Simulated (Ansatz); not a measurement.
```xyz
11

C    -0.1443   -2.8815    0.5596
C    -0.2622   -1.6840    0.5203
Ge   -0.4679    0.1984    0.4813
C     1.2070    1.0092    0.8339
C     2.2642    1.5335    1.0724
C    -1.0534    0.7197   -1.2428
C    -1.4405    1.0594   -2.3310
H    -0.0366   -3.9415    0.5906
H    -1.4896    0.6330    1.5326
H     3.2022    1.9955    1.2796
H    -1.7790    1.3583   -3.2966
```

Total charge 0; spin multiplicity 1.

(1) List the CAM-B3LYP/def2-TZVPP orbital energies in eV (Ansatz 0.2.0). (Best estimate.)

Answers

(1) The calculation gave: Occupied: -10853.16, -1357.34, -1208.30, -1208.30, -1208.29, -279.16, -279.15, -279.15, -278.91, -278.91, -278.91, -172.19, -122.49, -122.49, -122.46, -36.09, -36.09, -36.05, -35.99, -35.99, -23.03, -22.67, -22.67, -19.21, -16.89, -16.89, -16.29, -13.42, -13.42, -12.49, -10.04, -10.04, -9.75, -9.75, -9.69, -9.60. Lowest empty: 0.67, 0.85, 0.85, 1.75, 1.75, 2.34, 2.78, 3.01.
